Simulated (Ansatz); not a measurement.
`C[CH2][In]([NH2])[CH](C)C` → `C[CH]C`• + `C[CH2][In][NH2]`•  (homolysis of the C–In bond)

Calculated with Ansatz (gas phase, PBE0-D4/def2-TZVP geometries, no zero-point term in ΔE). CBS: MP2 limit from def2 TZ/QZ plus the TZ coupled-cluster correction, frozen cores. Functionals use def2-TZVPP. No spin–orbit coupling; open shells (•) take unrestricted orbitals. Elements past krypton have def2 core potentials. For In outer-core shells are correlated without core-valence functions, which leaves a few kJ/mol of doubt a bond. Each species was taken in one conformer, which may not be the lowest.

CCSD(T)/CBS gives +60.3 kcal/mol.

**Question.** Another level gave +56.8 kcal/mol. Which?
A. r2SCAN-D4/def2-TZVPP
B. CCSD/def2-TZVPP
C. ωB97M-V/def2-TZVPP
D. SCS-MP2/def2-TZVPP

**Answer.** C. ωB97M-V 56.8, r2SCAN-D4 47.8, SCS-MP2/def2-TZVPP 61.1, CCSD/def2-TZVPP 55.2 kcal/mol.

Largest T1 diagnostic among the species: 0.017.

The D4 term adds +4.1 kcal/mol with B3LYP and +2.5 kcal/mol with PBE0; it sums over pairs of atoms, weighted by their polarisabilities, and B3LYP, whose exchange is more repulsive, gets the larger term. In def2-TZVPP, CCSD(T) changes the Hartree–Fock value by +30.0 kcal/mol (the triples alone add +2.8 kcal/mol) and MP2 by +35.1 kcal/mol; breaking electron pairs costs correlation energy, which Hartree–Fock lacks.

B3LYP here is the variant with VWN-RPA as its local correlation; programs differ in this.
